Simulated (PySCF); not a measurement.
C5H11N3OSi.
Atom-mapped SMILES: `[CH3:1][O:2][c:3]1[cH:4][n:5][n:6]([SiH:7]([CH3:8])[CH3:9])[n:10]1`

Cartesian coordinates in Å at the GFN2-xTB level; atoms count from 1:
```xyz
21
C5H11N3OSi angstrom
C      3.711   -0.054   -0.763
O      3.255   -0.500    0.498
C      1.939   -0.362    0.699
C      1.227   -0.711    1.869
N     -0.037   -0.412    1.663
N     -0.102    0.091    0.445
Si    -1.611    0.601   -0.327
C     -2.338   -0.897   -1.242
C     -2.723    1.176    1.093
N      1.077    0.136   -0.172
H      3.498    1.010   -0.896
H      4.785   -0.228   -0.776
H      3.225   -0.610   -1.568
H      1.584   -1.136    2.782
H     -1.185    1.661   -1.245
H     -1.640   -1.288   -1.977
H     -3.253   -0.635   -1.764
H     -2.571   -1.702   -0.549
H     -3.728    1.395    0.746
H     -2.789    0.409    1.860
H     -2.331    2.072    1.566
```

NICS = −σ at a ghost point: NICS(0) at the centroid of the ring atoms, NICS(1) 1 Å to either side along the normal of their mean plane, zz for the tensor component along that normal. Level: GIAO PBE0/pcSseg-1 (PySCF, non-relativistic, gas phase) on the GFN2-xTB geometry, one conformer.

Ring bond lengths (Å), with Mayer bond orders in brackets: C3–C4 1.414 (1.24), C4–N5 1.315 (1.53), N5–N6 1.319 (1.21), N6–N10 1.332 (1.14), N10–C3 1.322 (1.48).

Q: Give the NICS values of each ring in ppm.

A: 
```
           ring                                                 type  NICS(0)  NICS(1), two faces  NICS(1)zz, two faces  rms pucker (Å)  centre to ring atoms, mean (Å)
C3–C4–N5–N6–N10  5-membered ring with 3 N; formal bonds all aromatic    -12.4       -12.4 / -12.3         -30.4 / -29.8            0.00                            1.14
```

Q: What can be read from them?

A: 
- C3–C4–N5–N6–N10: mean NICS(1)zz -30.1 ppm, shielded. For a flat ring without four-coordinate atoms the NICS criterion counts such a value as aromatic.

Q: And the bond-length index? HOMA = 1 − mean of α(R − Ropt)² over the ring bonds, with Krygowski's 1993 parameters (CC: Ropt 1.388 Å, α 257.7 Å⁻²; CN: Ropt 1.334 Å, α 93.52 Å⁻²; NN: Ropt 1.309 Å, α 130.33 Å⁻²).

A: 
- C3–C4–N5–N6–N10: HOMA 0.94; the largest term is that of C3–C4, α(R − Ropt)² = 0.17. The geometric and the magnetic index point the same way.

Q: At the second NICS(1) probe listed for ring C3–C4–N5–N6–N10, 1 Å off the ring, what do the in-plane components average?

A: The isotropic value is a third of the trace: (3 × -12.3 − (-29.8))/2 = -3.6 ppm.

Q: List the ring angles and the Hirshfeld charges of the ring atoms.

A: 
- C3–C4–N5–N6–N10: C3 108.1° (+0.091 e), C4 107.3° (-0.048 e), N5 106.2° (-0.124 e), N6 113.4° (-0.014 e), N10 105.0° (-0.156 e); sum 540.0° against 540° for a flat convex ring.
